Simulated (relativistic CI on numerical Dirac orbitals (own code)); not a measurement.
## V¹³⁺: sensitivity of the levels to the model

Base calculation: Dirac-Coulomb-Breit CI, orbitals from a KLI potential per configuration, a model potential for QED, unscaled Slater integrals.

Configurations in the expansion (outside the closed core 1s2): 2s2 2p6, 2s2 2p5 3s, 2s2 2p5 3p, 2s2 2p5 3d, 2s 2p6 3s, 2s 2p6 3p, 2s 2p6 3d, 2s2 2p5 4s, 2s2 2p5 4p, 2s2 2p5 4d, 2s2 2p5 4f, 2s2 2p5 5s, 2s2 2p4 3s2, 2s2 2p5 5p, 2s2 2p5 5d, 2s2 2p5 5f, 2s2 2p5 5g, 2s 2p6 4s, 2s2 2p4 3s 3p, 2s 2p6 4p, 2s 2p6 4d, 2s2 2p4 3p2, 2s 2p6 4f, 2s2 2p4 3s 3d, 2s2 2p4 3p 3d, 2s 2p5 3s2, 2s 2p6 5s, 2s 2p5 3s 3p, 2s2 2p4 3d2, 2s 2p6 5p, 2s 2p6 5d, 2s 2p6 5f, 2s 2p6 5g, 2s 2p5 3p2, 2s 2p5 3s 3d, 2s 2p5 3p 3d. Levels of other configurations are missing.

Variants: (1) valence Slater integrals scaled by 0.9; (2) QED terms removed; (3) one mean potential for all configurations. Shifts of the energy above 2s2 2p6 1S_0, in eV, for the lowest level and the first level of each name with at least 55 % of one term (blank where a level changes its place among those of its configuration and J or its character, or is not in the variant):

| Level | Base | Δ(1) | Δ(2) | Δ(3) |
| --- | --- | --- | --- | --- |
| 2s2 2p6 1S_0 | 0.000 | 0.000 | 0.000 | 0.000 |
| 2s2 2p5 3s 3P°_2 | 518.693 | +0.090 | -0.064 | -0.205 |
| 2s2 2p5 3s 3P°_0 | 525.843 | +0.094 | -0.082 | -0.187 |
| 2s2 2p5 3p 3S_1 | 543.053 | +0.576 | -0.008 | -0.239 |
| 2s2 2p5 3p 3D_2 | 546.570 | +0.049 | -0.007 | -0.228 |
| 2s2 2p5 3p 3D_3 | 547.121 | +0.132 | -0.010 | -0.222 |
| 2s2 2p5 3p 3P_2 | 549.558 | -0.120 | -0.010 | -0.227 |
| 2s2 2p5 3p 3P_0 | 553.016 | -0.191 | -0.018 | -0.198 |
| 2s2 2p5 3p 3D_1 | 553.400 | +0.046 | -0.024 | -0.205 |
| 2s2 2p5 3p 3P_1 | 555.401 | -0.040 | -0.026 | -0.208 |
| 2s2 2p5 3p 1S_0 | 569.406 | -1.913 | -0.017 | +0.494 |
| 2s2 2p5 3d 3P°_0 | 581.320 | +0.318 | -0.008 | -0.262 |
| 2s2 2p5 3d 3P°_1 | 581.968 | +0.281 | -0.009 | -0.259 |
| 2s2 2p5 3d 3P°_2 | 583.249 | +0.195 | -0.011 | -0.252 |
| 2s2 2p5 3d 3F°_4 | 583.532 | +0.084 | -0.010 | -0.244 |
| 2s2 2p5 3d 3F°_3 | 584.256 | +0.002 | -0.009 | -0.238 |
| 2s2 2p5 3d 3D°_3 | 586.423 | -0.205 | -0.010 | -0.224 |
| 2s2 2p5 3d 3D°_1 | 589.611 | -0.353 | -0.014 | -0.214 |
| 2s2 2p5 3d 1P°_1 | 599.139 | -1.030 | -0.021 | -0.172 |
| 2s 2p6 3s 3S_1 | 630.991 | +0.080 | +0.184 | -0.212 |
| 2s 2p6 3s 1S_0 | 636.393 | -0.381 | +0.189 | -0.126 |
| 2s 2p6 3p 3P°_0 | 658.193 | +0.023 | +0.242 | -0.236 |

At this charge energies of transitions that change n are usually good to better than 1 %, and those within a shell (Δn = 0) to a few per cent.

Ionisation energy from the two ground configurations alone: base 894.36 eV. The NIST ASD value (measured) is 896 eV.

LS names give the leading component of a level, which can be under half, so a name can repeat, a term be missing and a line seem to break the LS rules.
